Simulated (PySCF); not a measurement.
Molecule: SMILES CCCBCB, C$_{4}$H$_{12}$B$_{2}$.

Cartesian coordinates in Å; atom numbers follow the order of the lines, from 1:
```xyz
18

B    -2.4845   -0.2850    1.0680
C    -2.0302    0.3023   -0.3095
B    -0.8369    1.2855    0.0012
C     0.6736    0.8376   -0.0029
C     1.0087   -0.5951   -0.4221
C     2.4972   -0.8939   -0.2787
H    -2.0297   -1.2876    1.4649
H    -3.2653    0.2869    1.7263
H    -2.8431    0.8661   -0.7657
H    -1.7096   -0.4874   -0.9862
H    -1.0734    2.4009    0.2816
H     1.0553    0.9959    1.0132
H     1.2563    1.5270   -0.6240
H     0.7145   -0.7468   -1.4631
H     0.4412   -1.2960    0.1919
H     3.0846   -0.2204   -0.8999
H     2.8152   -0.7680    0.7545
H     2.7172   -1.9156   -0.5811
```

Frames of a GFN2-xTB Langevin trajectory at 400 K; GIAO PBE0/pcSseg-1 shieldings in PySCF 2.14, gas phase, non-relativistic; equivalent atoms averaged within each frame.

References, each an isolated molecule treated in the same way: 11B (σref 100.07) against BF3·OEt2; TMS for 13C (σref 186.93) and 1H (σref 31.72). The references are static minima.

Question: How do the shifts (ppm) fluctuate along the trajectory?

Answer: 
```tsv
time (fs)	B3	B1	C2	C4	C5	C6	H11	H7/H8	H9/H10	H12/H13
250	92.0	82.7	67.7	54.7	25.8	17.2	8.47	7.91	4.57	2.31
425	77.6	83.7	43.6	35.6	20.2	14.2	7.81	8.64	2.36	2.55
625	87.9	89.6	53.8	42.8	26.3	21.3	9.43	8.57	2.80	2.76
800	85.5	86.2	56.3	40.8	23.9	17.4	7.52	7.70	3.51	2.91
1000	88.0	81.0	57.5	44.0	27.2	14.1	8.45	8.17	2.73	1.18
mean of frames	86.2	84.6	55.8	43.6	24.7	16.8	8.33	8.20	3.20	2.34
standard deviation	5.3	3.3	8.6	7.0	2.8	3.0	0.74	0.41	0.87	0.69
```

5 frames give an uncertainty of the mean of about the standard deviation over 2.2 at best, since frames this close in time may not be independent; classical motion lacks zero-point vibration, and the reference would need the same averaging.
